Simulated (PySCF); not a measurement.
# Ionisation energy of Kr+ by level of theory

Kr+ [Ar] 3d10 4s2 4p5 (2P) → Kr(2+) [Ar] 3d10 4s2 4p4 (3P), as a difference of total energies. Calculation: PySCF 2.14, in aug-cc-pVQZ-DK (8s7p5d3f2g, 93 functions); scalar relativity by spin-free X2C-1e. Correlated levels: valence: [Ar] 3d10 frozen. The calculations carry no spin-orbit coupling.

```tsv
method	ionisation energy (eV)	plus first-order spin-orbit estimate	error of that sum (eV)
UHF	23.229	23.206	-1.154
LDA	24.622	24.599	+0.239
PBE	24.304	24.281	-0.079
PBE0	24.343	24.320	-0.040
r2SCAN	24.422	24.399	+0.039
B2PLYP	24.308	24.285	-0.075
wB97X	24.349	24.326	-0.034
HSE06	24.358	24.335	-0.025
M06	24.181	24.157	-0.203
MP2 (valence)	24.194	24.171	-0.189
SCS-MP2 (valence)	24.213	24.189	-0.171
```

Reference: 24.360 eV (measured; NIST Atomic Spectra Database, ionization energies).

A first-order spin-orbit estimate (lowest level to lowest level, LS coupling) adds -0.023 eV.

Errors of the correlated levels include the incompleteness of this basis and the frozen core.
